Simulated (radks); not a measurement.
Problem. Neutral rhenium: order these configurations by energy. Method: scalar-relativistic Kohn-Sham, LDA (Slater exchange, Perdew-Wang correlation), spin-polarised, spherical densities, finite nucleus; Fermi nuclear charge, rms radius of each element as measured or else 0.836 A^(1/3) + 0.57 fm; computed with a radial shooting solver on a logarithmic mesh with Libxc functionals. Open shells are filled with parallel spins first. [Xe] 4f14 5d4 6s2 6p1; [Xe] 4f14 5d5 6s1 6p1; [Xe] 4f14 5d5 6s2; [Xe] 4f14 5d6 6s1.

Solution. From the lowest, in eV above it: [Xe] 4f14 5d5 6s2 0.000; [Xe] 4f14 5d6 6s1 1.484; [Xe] 4f14 5d5 6s1 6p1 3.043; [Xe] 4f14 5d4 6s2 6p1 5.728.
